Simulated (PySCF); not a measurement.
Broadened absorption spectrum of (BeO)4 cube

(BeO)4 cube, Be4O4.
Structure used (PBE0-D3(BJ)/def2-SVP), in Å, numbered top down from 1:
```xyz
8
Be4O4 angstrom
Be    -0.1326   -0.9152    0.8657
O      1.3571   -0.6269    0.2874
Be     0.7897    0.8865    0.4407
O     -0.5670    0.5924    1.2824
Be    -1.1289    0.5215   -0.2393
O     -0.9494   -1.0658   -0.5296
Be     0.4718   -0.4930   -1.0666
O      0.1593    1.1005   -1.0408
```

Computed with TDDFT PBE0/def2-SVPD, vertical, gas phase, core orbitals frozen in the response in PySCF.

Broadening: Gaussians 0.25 eV wide at half height, area fixed by f = 4.319×10⁻⁹ ∫ε dν̃. The width is an assumption, not a result. The curve ends short of the highest state used, and states not computed would add to its high-energy end.

(λ (nm), ε (L mol⁻¹ cm⁻¹)): (203.2, 0), (205.0, 0), (206.8, 0), (208.6, 0), (210.4, 1), (212.1, 7), (213.9, 34), (215.7, 132), (217.5, 415), (219.2, 1003), (221.0, 2089), (222.8, 3581), (224.6, 5093), (226.4, 6064), (228.1, 6117), (229.9, 5274), (231.7, 3896), (233.5, 2483), (235.3, 1375), (237.0, 696), (238.8, 299), (240.6, 113), (242.4, 38), (244.1, 12)

Problem. Locate the maxima and give the states behind the curve.

Solution. 227 nm (5.45 eV), ε about 6200, made up of S1 (33%), S2 (33%) and S3 (33%) (ε in L mol⁻¹ cm⁻¹; maxima over ε = 5, shares over 10%). The states used: S1 5.45 eV (f 0.019); S2 5.45 eV (f 0.019); S3 5.45 eV (f 0.019); S4 5.66 eV (f 0.0000); S5 5.66 eV (f 0.0000); S6 5.66 eV (f 0.0000); S7 6.69 eV (f 0.0000); S8 6.69 eV (f 0.0000); S9 6.69 eV (f 0.0000); S10 6.70 eV (f 0.0000).

Problem. Coming from long wavelengths, where does ε first pass 100 L mol⁻¹ cm⁻¹?

Solution. At about 241 nm (5.15 eV), 0.30 eV below S1.

Problem. On this curve, what absorbance would a 10⁻⁵ mol/L sample give at 222 nm over a 1 cm path?

Solution. 222 nm is 5.585 eV, where ε is about 2900 L mol⁻¹ cm⁻¹, so A = ε c l ≈ 0.029 (Beer–Lambert, with the gas-phase spectrum and the assumed width).

Problem. What would ε be at 5.45 eV, the highest of these maxima, with half the width (0.125 eV)?

Solution. About 12400 L mol⁻¹ cm⁻¹ against 6210, a factor of about 2.00; a lone state at its own centre would give exactly 2.

One conformer stands for the species.
